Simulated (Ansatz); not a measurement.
Consider the hydrogenolysis of a Ge–C bond: `[NH2][GeH2][CH2]O` + H₂ → `[NH2][GeH3]` + CH₃OH.

Computed with Ansatz on PBE0-D4/def2-TZVP structures; ΔE is electronic, products minus reactants. CCSD(T)/CBS adds triple-zeta CCSD(T) − MP2 to the extrapolated MP2 energy (def2 sets, frozen cores). This one scheme is used for every species. Functionals use def2-TZVPP. B3LYP here is the variant with VWN-RPA as its local correlation; programs differ in this. For Ge outer-core shells are correlated without core-valence functions, which leaves a few kJ/mol of doubt a bond. Scalar relativity is left out up to krypton. Each species was taken in one conformer, which may not be the lowest.

| level | ΔE (kcal/mol) | difference from CCSD(T)/CBS |
| --- | --- | --- |
| PBE-D4 | -5.6 | 1.5 |
| r2SCAN-D4 | -6.7 | 0.4 |
| PBE0-D4 | -7.5 | -0.4 |
| B3LYP-D4 | -7.8 | -0.7 |
| ωB97X-V | -8.2 | -1.1 |
| ωB97M-V | -7.5 | -0.4 |
| B2PLYP | -9.0 | -1.9 |
| PBE | -7.3 | -0.2 |
| r2SCAN | -7.2 | -0.1 |
| PBE0 | -8.9 | -1.8 |
| B3LYP | -10.5 | -3.4 |
| HF/def2-TZVPP | -16.8 | -9.7 |
| MP2/def2-TZVPP | -6.2 | 0.9 |
| SCS-MP2/def2-TZVPP | -8.3 | -1.2 |
| CCSD/def2-TZVPP | -9.2 | -2.1 |
| CCSD(T)/def2-TZVPP | -7.6 | -0.5 |
| HF/def2-QZVPP | -17.2 | -10.1 |
| MP2/def2-QZVPP | -6.0 | 1.1 |
| SCS-MP2/def2-QZVPP | -8.2 | -1.1 |
| HF/CBS(def2) | -17.3 | -10.2 |
| MP2/CBS(def2) | -5.7 | 1.4 |
| CCSD/CBS(def2) | -8.8 | -1.7 |
| CCSD(T)/CBS | -7.1 | 0 |

Largest T1 diagnostic among the species: 0.011.

From PBE to PBE0 (25 % exact exchange), in def2-TZVPP and without D4, ΔE moves by −1.7 kcal/mol. The D4 term adds +2.6 kcal/mol with B3LYP and +1.4 kcal/mol with PBE0; it sums over pairs of atoms, weighted by their polarisabilities, and B3LYP, whose exchange is more repulsive, gets the larger term.
